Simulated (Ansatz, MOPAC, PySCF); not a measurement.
Molecule: K₂, charge 0, multiplicity 1. SMILES: [K][K]
Geometry from a B3LYP-D3(BJ)/def2-TZVP (Ansatz, a first-principles code) optimisation:
```
K
K 1 3.9725
```

Wanted: vertical electron affinity to the doublet, in eV. Terms: UHF or UKS for open shells; spin-orbit terms left out; each state is the SCF solution reached for its charge and spin; frozen cores in correlated levels (noble-gas shells and the d and f shells of earlier blocks; the outer core of K, Ca and congeners matters and is frozen too); six Cartesian d functions in 6-31G* and its kin unless marked 5d; non-relativistic; LANL2DZ with its own core potentials from Na on; 6-311+G** with 5d. Ab initio and DFT rows: single points at B3LYP-D3(BJ) geometries (Ansatz). Semi-empirical rows: differences of heats of formation at the shared geometry for vertical values. A UHF reference is markedly spin-contaminated in at least one set, which strains HF and MP2. The Hartree-Fock reference of [K][K] is unstable towards a lower, spin-broken solution.

| level | program | vertical electron affinity to the doublet (eV) |
|---|---|---|
| PM3 | MOPAC | 0.30 |
| PM6 | MOPAC | 0.86 |
| MNDO | MOPAC | -0.32 |
| HF/LANL2DZ | Ansatz | 0.32 |
| HF/6-31G* | Ansatz | 0.37 |
| HF/6-311+G** | Ansatz | 0.39 |
| PBE/LANL2DZ | Ansatz | 0.50 |
| PBE/6-31G* | Ansatz | 0.49 |
| PBE/6-311+G** | Ansatz | 0.50 |
| B3LYP/3-21G | Ansatz | 0.47 |
| B3LYP/LANL2DZ | Ansatz | 0.47 |
| B3LYP/6-31G* | Ansatz | 0.44 |
| MP2/6-311+G** | Ansatz | 0.29 |
| B3LYP/def2-TZVPD | Ansatz | 0.45 |
| M06-2X/def2-TZVPD | PySCF | 0.54 |

No value to compare with is used here. The 13 habitual levels span -0.32 (MNDO) to 0.86 eV (PM6); M06-2X/def2-TZVPD gives 0.54.

The levels are drawn from those run, B3LYP/6-31G* more often than the rest, none by its result; left out are runs that failed, that the program found above a lower state of the same kind, or whose <S^2> lies over 0.5 above the pure value.
